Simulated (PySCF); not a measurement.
C5H10O3: full NMR table

* Formula: C5H10O3
* SMILES: CO[C@H](C)OC(C)=O
* Point group of the computed structure: C1
* Degrees of unsaturation: 1
* Carbon signals: 5
* Proton signals: 4

Structure with atom numbers: `[CH3:1][O:2][C@H:3]([CH3:4])[O:5][C:6]([CH3:7])=[O:8]`; H(Xn) means a hydrogen on atom n.

Method: σ from GIAO-PBE0/pcSseg-1, structure optimised with GFN2-xTB, in PySCF 2.14.0 with density-fitted response routines (no solvent, one computed conformer, rapidly exchanging positions averaged, non-relativistic).

References, each an isolated molecule treated in the same way: $^{1}$H (σref 31.72), $^{13}$C (σref 186.93) vs TMS; $^{17}$O (σref 336.08) vs H2O.

| carbon | δC, type | δH (multiplicity) | HMBC from (2–3 bonds) | span of the C tensor (ppm) |
| --- | --- | --- | --- | --- |
| C1 | 59.1, CH3 | 3.56 (s) | H(C3) | 85 |
| C3 | 97.3, CH | 6.25 (q) | H(C1), H(C4) | 63 |
| C4 | 23.4, CH3 | 1.35 (d) | H(C3) | 44 |
| C6 | 176.7, C | – | H(C3), H(C7) | 165 |
| C7 | 23.4, CH3 | 2.14 (s) | – | 52 |

Other nuclei:
```json
{"atoms": "O8", "nucleus": "$^{17}$O", "environment": "ester carbonyl oxygen", "δ (ppm)": "430.1", "σ (ppm)": "-94.0"}
{"atoms": "O5", "nucleus": "$^{17}$O", "environment": "ester alkoxy oxygen", "δ (ppm)": "258.4", "σ (ppm)": "77.7"}
{"atoms": "O2", "nucleus": "$^{17}$O", "environment": "ether oxygen", "δ (ppm)": "75.0", "σ (ppm)": "261.1"}
```

Carbon types of the structure: 1 × C, 1 × CH, 3 × CH3, which accounts for all hydrogens. δC 176.7: ester carbonyl carbon; lone-pair donation from the attached heteroatom keeps it upfield of a ketone carbonyl. δC 97.3: sp3 carbon bearing two oxygens; 2 electronegative neighbours deshield it. δC 23.4: methyl carbon; aliphatic region, no heteroatom directly attached. δH 6.25: hydrogen on an sp3 carbon bearing two oxygens; its carbon carries O, an electronegative neighbour. δH 3.56: hydrogen on a methyl carbon bonded to O; its carbon carries O, which withdraws density.

Shifts are as computed. Against solution values, carbons near 30 ppm lie about +3 ppm off and those near 130 ppm about +5 ppm. Of 1211 compounds with measured shifts, 218 miss one by over three times the rms of a fit or turn the order of signals round; such compounds aren't used in these exercises. Unscaled 17O shifts of doubly bonded oxygen tend to come out too high, by tens of ppm or more. Experimental scales use liquid or dissolved standards, which lie at an offset from isolated H2O (liquid H2O: subtract about 36 ppm). Multiplicities follow the n + 1 count of equivalent neighbours, as no J values were calculated; m marks all less simple cases, F and P coupling included.
